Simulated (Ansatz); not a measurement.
Reaction (ligand exchange at a B–O bond): `BB(C)O` + CH₃OH → `BB(C)OC` + H₂O

Calculated with Ansatz (gas phase, PBE0-D4/def2-TZVP geometries, no zero-point term in ΔE). CBS: MP2 limit from def2 TZ/QZ plus the TZ coupled-cluster correction, frozen cores. This one scheme is used for every species. DFT in def2-TZVPP. B3LYP here is the variant with VWN-RPA as its local correlation; programs differ in this. One conformer a species, not always the lowest.

`BB(C)O`:

Cartesian coordinates in Å:
```
B 1.125 0.129 1.076
B 0.199 0.092 -0.327
C -1.337 -0.239 -0.212
O 0.667 0.311 -1.594
H 1.277 1.137 1.710
H 1.614 -0.858 1.552
H -1.810 0.167 0.685
H -1.888 0.105 -1.092
H -1.455 -1.329 -0.154
H 1.608 0.485 -1.644
```

CH₃OH:

Cartesian coordinates in Å:
```
C -0.312 -0.062 0.160
O 0.865 -0.370 -0.551
H -0.867 -0.993 0.277
H -0.951 0.650 -0.378
H -0.105 0.339 1.160
H 1.370 0.437 -0.668
```

`BB(C)OC`:

Cartesian coordinates in Å:
```
B 1.364 0.204 -0.838
B -0.216 0.250 -0.252
C -1.267 1.196 -0.949
O -0.662 -0.470 0.808
C 0.193 -1.319 1.538
H 2.200 0.998 -0.505
H 1.708 -0.575 -1.685
H -1.098 2.226 -0.611
H -2.292 0.923 -0.685
H -1.175 1.215 -2.039
H 0.297 -0.943 2.559
H -0.241 -2.320 1.576
H 1.190 -1.386 1.084
```

H₂O:

Z-matrix (Å, degrees):
```
O
H 1 0.960
H 1 0.960 2 105.1
```

| level | ΔE (kJ/mol) |
| --- | --- |
| PBE0-D4 | -6.1 |
| B3LYP-D4 | -6.9 |
| SCS-MP2/def2-TZVPP | -7.3 |
| CCSD/def2-TZVPP | -7.2 |

Problem. What does CCSD(T)/CBS give? (Estimate.)

Solution. Ansatz gave: -10.2 kJ/mol. The listed levels differ from it by 4.1, 3.3, 2.9, 3.0 kJ/mol.

Largest T1 diagnostic among the species: 0.013.

The D4 term adds −5.4 kJ/mol with B3LYP and −3.2 kJ/mol with PBE0; it sums over pairs of atoms, weighted by their polarisabilities, and B3LYP, whose exchange is more repulsive, gets the larger term. In def2-TZVPP, CCSD(T) changes the Hartree–Fock value by −9.1 kJ/mol (the triples alone add −1.5 kJ/mol) and MP2 by −10.0 kJ/mol.
